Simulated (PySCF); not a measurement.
C4H9ClSi2.
Numbering: `[SiH3:1][SiH2:2][C@H:3]1[CH:4]=[C:5]([Cl:6])[CH2:7]1`

Probes without a nucleus sit at each ring's centroid and 1 Å off its mean plane on both sides; NICS is minus the shielding there, NICSzz its component along the normal. Level: GIAO PBE0/pcSseg-1 (PySCF, non-relativistic, gas phase) on the GFN2-xTB geometry, one conformer.

Ring bond lengths (Å), with Mayer bond orders in brackets: C3–C4 1.506 (1.00), C4–C5 1.331 (1.68), C5–C7 1.498 (1.02), C7–C3 1.554 (1.01).

Q: Give the NICS values of each ring in ppm.

A: 
```tsv
ring	type	NICS(0)	NICS(1), two faces	NICS(1)zz, two faces	rms pucker (Å)	centre to ring atoms, mean (Å)
C3–C4–C5–C7	4-membered carbocycle; formal bonds 1 double, 3 single	-4.5	-2.4 / -3.7	-2.7 / -4.8	0.01	1.04
```

Q: What can be read from them?

A: 
- C3–C4–C5–C7: mean NICS(1)zz -3.7 ppm, shielded. C3, C7 have four or more neighbours, and the NICS criterion for π rings isn't applied.

The run took 41 s (grids of density and orbitals included) on Arm Neoverse V1, one thread, shared host with 32 logical CPUs at a one-minute load of 29, and the process peaked at 0.76 GiB of memory. This is the whole shielding run at PBE0/pcSseg-1, SCF included.

Conformer computed: `[SiH3:1][SiH2:2][C@H:3]1[CH:4]=[C:5]([Cl:6])[CH2:7]1`: Si1–Si2–C3–C4 -43°.
